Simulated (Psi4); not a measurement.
Two rigid molecules brought together: F2Mg ··· H2S (SMILES [F][Mg][F] and S). Monomers: optimised at B3LYP-D3(BJ) (def2-TZVP), held rigid. Orientation: lowest of the rigid-body minima from ten starts at GFN2-xTB. The monomers approach along the line of their centres of mass (distance R); nothing else relaxes.

Method: SAPT0/jun-cc-pVDZ, frozen core in Psi4.

Components in kJ/mol:

```tsv
R / Å	electrostatics	exchange	induction	dispersion	total
2.22	-205.70	329.77	-66.82	-18.12	39.13
2.43	-134.47	182.11	-49.22	-13.03	-14.61
2.60	-96.00	111.96	-37.60	-9.94	-31.57
2.79	-66.91	64.60	-27.15	-7.33	-36.79
3.04	-43.21	31.11	-17.05	-4.90	-34.05
3.31	-28.52	14.09	-9.93	-3.17	-27.53
3.58	-19.84	6.41	-5.65	-2.07	-21.16
4.08	-11.05	1.50	-1.99	-0.96	-12.50
4.78	-5.40	0.19	-0.50	-0.37	-6.08
5.79	-2.28	0.01	-0.09	-0.11	-2.47
7.13	-0.89	0.00	-0.02	-0.03	-0.94
```
